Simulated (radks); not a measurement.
Q: Numerical settings for the praseodymium ion Pr+, [Xe] 4f3 6s1. Method: Dirac Kohn-Sham, PBE, spin-unpolarised, spherical densities, finite nucleus; open shells fill j = l - 1/2 first; Fermi nuclear charge, rms radius 4.8919 fm; computed with a radial shooting solver on a logarithmic mesh with Libxc functionals. The defaults (mesh step 0.008 in ln r, mesh end at 40 bohr or more with all orbitals vanishing there, Anderson mixing 0.5 over 9 steps, residual threshold near 1e-9 with the energy settled to 1e-9 hartree or 1e-11 of itself, here a cap of 60 iterations) give E = -9241.9527 hartree and 4f5/2 at -7.119 eV in 14 iterations. Run on one thread of a shared host, so times are rough (Intel(R) Xeon(R) 6975P-C): 0.12 s of CPU time, 0.12 s wall, 14 iterations on 2360 mesh points. One setting is changed at a time: mesh step in ln r 0.12; mesh step in ln r 0.03; mesh step in ln r 0.08; mesh end (bohr) 3; mesh end (bohr) 400; residual threshold 0.1; residual threshold 1e-16; mixing 0.2; linear mixing, mixing 0.5; linear mixing, mixing 1; mixing history 3; iteration cap 8. Which runs fail to converge, and which converge to a wrong energy?

A: Not converged within the cap: mesh step in ln r 0.12; mesh step in ln r 0.08; residual threshold 1e-16; linear mixing, mixing 1; iteration cap 8. Settled on a wrong energy, with an occupied level pushed above zero by the early mesh end: mesh end (bohr) 3 (+2.66 hartree). Apart from these: no run marked as converged misses the energy by more than 1 mhartree.
